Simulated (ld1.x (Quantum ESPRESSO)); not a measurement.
# How hard is this S (Z = 16) ultrasoft potential?

| Quantity | Value |
| --- | --- |
| Element | S (Z = 16) |
| Generator | ld1.x (Quantum ESPRESSO) 7.5 |
| Type | ultrasoft |
| Functional | PBE |
| Relativity | scalar-relativistic |
| Frozen core | [Ne] |
| Valence charge | 6 |
| Reference configuration | 3s2 3p4 |
| Partial waves | 3s (bound): rcut 1.10, rcutus 1.30 bohr; 3s channel at 0.95 Ry: rcut 1.10, rcutus 1.30 bohr; 3p (bound): rcut 1.45, rcutus 1.75 bohr; 3p channel at 2.9 Ry: rcut 1.45, rcutus 1.75 bohr; 3d channel at 0.45 Ry: rcut 1.25, rcutus 1.35 bohr; 3d channel at 0.75 Ry: rcut 1.25, rcutus 1.35 bohr |
| Local potential | all-electron potential smoothed inside 1.60 bohr (lloc = -1) |
| Core correction | a·sin(br)/r model core inside 0.80 bohr |
| Augmentation charge | PSQ, inside the norm-conserving radii |

The pseudo-atom Hamiltonian at the reference potential is diagonalised in spherical Bessel functions j_l(qr) that vanish at 20 bohr, with q² up to the cutoff. All-electron valence levels (Ry): 3s -1.2683, 3p -0.5151.

**Question.** How do the lowest levels (Ry) of each channel move with the cutoff, and are there ghosts?

**Answer.**

```tsv
cutoff (Ry)	s #1	p #1	p #2	d #1	d #2	f #1	f #2	Σ f·Δε (mRy)
8	-1.1959	-0.4701	0.0321	0.0706	0.1564	0.1174	0.2497	325.5
12	-1.2324	-0.5033	0.0311	0.0705	0.1554	0.1174	0.2497	119.4
15	-1.2473	-0.5113	0.0309	0.0705	0.1549	0.1174	0.2497	57.5
21	-1.2655	-0.5145	0.0308	0.0703	0.1539	0.1174	0.2497	8.5
25	-1.2673	-0.5150	0.0307	0.0703	0.1536	0.1174	0.2497	2.8
35	-1.2679	-0.5151	0.0307	0.0703	0.1530	0.1174	0.2497	1.2
40	-1.2680	-0.5151	0.0307	0.0702	0.1529	0.1174	0.2497	0.9
50	-1.2683	-0.5152	0.0307	0.0702	0.1529	0.1174	0.2497	0.2
400	-1.2684	-0.5152	0.0307	0.0702	0.1529	0.1174	0.2497	0.0
```

Result: no extra level below or beside the all-electron valence levels (s, p, d, f tested); 10 mRy is reached at 21 Ry and 1 mRy at 40 Ry.
